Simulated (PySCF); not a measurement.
Job file and geometry (Å, from PBE0-D3(BJ)/def2-SVP) of a spin–spin coupling run on `Brc1ccccc1`, C₆H₅Br, B3LYP/pcJ-1 Br:pcSseg-1 indirect spin-spin coupling, non-relativistic, gas phase (PySCF); density fitting, a coarse starting grid and PySCF grid level 2 are the driver's defaults:

```
{"job": {"kind": "j", "xc": "B3LYP", "basis": "pcJ-1"}, "charge": 0, "multiplicity": 1}
Br     3.175800     0.218651     0.360338
C      1.304128     0.088699     0.147969
C      0.545134     1.254213     0.050123
C     -0.835994     1.151381    -0.106210
C     -1.449528    -0.099028    -0.164095
C     -0.676495    -1.254862    -0.065234
C      0.705769    -1.169364     0.091321
H      1.032137     2.229734     0.096205
H     -1.435389     2.061721    -0.182721
H     -2.532361    -0.172806    -0.286147
H     -1.150386    -2.238330    -0.110104
H      1.317170    -2.070011     0.168552
```

Task: Write the output of this run.

Result: 
```
coarse grid: 50776 points
cycle   1  E = -2805.5271374660  dE = -1.759e-01  |g| = 8.029e-01  |ddm| = 3.605e+00
cycle   2  E = -2805.5086045688  dE =  1.853e-02  |g| = 6.032e-01  |ddm| = 7.170e-01
cycle   3  E = -2805.5563495108  dE = -4.774e-02  |g| = 2.323e-01  |ddm| = 6.212e-01
cycle   4  E = -2805.5688574510  dE = -1.251e-02  |g| = 9.088e-02  |ddm| = 2.817e-01
cycle   5  E = -2805.5709037237  dE = -2.046e-03  |g| = 1.819e-02  |ddm| = 9.071e-02
cycle   6  E = -2805.5709969626  dE = -9.324e-05  |g| = 1.482e-03  |ddm| = 2.264e-02
cycle   7  E = -2805.5709976027  dE = -6.401e-07  |g| = 5.625e-04  |ddm| = 2.471e-03
final grid: 107184 points
cycle   8  E = -2805.5709691262  dE =  7.140e-10  |g| = 6.670e-04  |ddm| = 2.104e-03
cycle   9  E = -2805.5709690200  dE =  1.062e-07  |g| = 9.448e-04  |ddm| = 1.276e-03
cycle  10  E = -2805.5709692342  dE = -2.142e-07  |g| = 7.996e-05  |ddm| = 7.264e-04
cycle  11  E = -2805.5709692356  dE = -1.413e-09  |g| = 2.888e-05  |ddm| = 9.256e-05
cycle  12  E = -2805.5709692358  dE = -2.310e-10  |g| = 2.760e-06  |ddm| = 2.596e-05
converged SCF energy = -2805.5709692358

Indirect spin-spin couplings (Hz)
  i      j    bonds     total        FC       PSO       DSO        SD
  1 C    2 C    1     68.923    75.450    -6.890     0.363         -
  1 C    3 C    2     -0.017    -0.148     0.074     0.057         -
  1 C    4 C    3      9.363     8.806     0.502     0.055         -
  1 C    5 C    2     -0.003    -0.134     0.074     0.057         -
  1 C    6 C    1     68.987    75.510    -6.887     0.363         -
  1 C    7 H    2     -2.880    -2.035    -0.889     0.044         -
  1 C    8 H    3     11.757    11.711     0.370    -0.324         -
  1 C    9 H    4     -1.879    -1.990     0.399    -0.288         -
  1 C   10 H    3     11.777    11.730     0.370    -0.324         -
  1 C   11 H    2     -2.892    -2.048    -0.888     0.044         -
  2 C    3 C    1     61.386    68.328    -7.194     0.252         -
  2 C    4 C    2     -1.438    -1.471     0.031     0.002         -
  2 C    5 C    3      6.975     6.648     0.311     0.016         -
  2 C    6 C    2      1.640     1.593     0.025     0.022         -
  2 C    7 H    1    174.271   173.035     0.166     1.069         -
  2 C    8 H    2      2.154     3.318    -0.919    -0.246         -
  2 C    9 H    3      8.466     8.550     0.363    -0.448         -
  2 C   10 H    4     -1.429    -1.404     0.364    -0.389         -
  2 C   11 H    3      5.811     5.840     0.400    -0.430         -
  3 C    4 C    1     62.352    69.286    -7.163     0.229         -
  3 C    5 C    2     -0.774    -0.820     0.053    -0.007         -
  3 C    6 C    3      6.961     6.635     0.310     0.016         -
  3 C    7 H    2      1.029     2.139    -0.856    -0.254         -
  3 C    8 H    1    168.517   167.422     0.236     0.860         -
  3 C    9 H    2      2.015     3.222    -0.886    -0.321         -
  3 C   10 H    3      8.859     8.965     0.374    -0.480         -
  3 C   11 H    4     -1.146    -1.156     0.401    -0.392         -
  4 C    5 C    1     62.364    69.299    -7.163     0.229         -
  4 C    6 C    2     -1.443    -1.476     0.031     0.002         -
  4 C    7 H    3      8.079     8.167     0.357    -0.445         -
  4 C    8 H    2      1.394     2.591    -0.874    -0.322         -
  4 C    9 H    1    168.780   167.640     0.296     0.844         -
  4 C   10 H    2      1.387     2.584    -0.875    -0.322         -
  4 C   11 H    3      8.077     8.164     0.357    -0.445         -
  5 C    6 C    1     61.428    68.367    -7.191     0.251         -
  5 C    7 H    4     -1.141    -1.151     0.401    -0.392         -
  5 C    8 H    3      8.858     8.963     0.374    -0.479         -
  5 C    9 H    2      2.022     3.229    -0.886    -0.321         -
  5 C   10 H    1    168.515   167.419     0.236     0.860         -
  5 C   11 H    2      1.020     2.131    -0.856    -0.255         -
  6 C    7 H    3      5.799     5.829     0.400    -0.430         -
  6 C    8 H    4     -1.431    -1.406     0.364    -0.389         -
  6 C    9 H    3      8.468     8.552     0.363    -0.448         -
  6 C   10 H    2      2.164     3.328    -0.918    -0.246         -
  6 C   11 H    1    174.219   172.982     0.168     1.068         -
  7 H    8 H    3      9.263     9.275     0.129    -0.141         -
  7 H    9 H    4      0.915     0.918     1.680    -1.683         -
  7 H   10 H    5      0.485     0.550     1.674    -1.740         -
  7 H   11 H    4      1.904     2.077     1.741    -1.914         -
  8 H    9 H    3      8.343     8.534     0.200    -0.390         -
  8 H   10 H    4      1.402     1.478     1.714    -1.790         -
  8 H   11 H    5      0.484     0.550     1.674    -1.740         -
  9 H   10 H    3      8.341     8.532     0.200    -0.391         -
  9 H   11 H    4      0.912     0.915     1.680    -1.683         -
 10 H   11 H    3      9.269     9.282     0.130    -0.143         -
```

Size and cost of the density-fitted run: 253 basis functions, roughly 30 core-seconds.
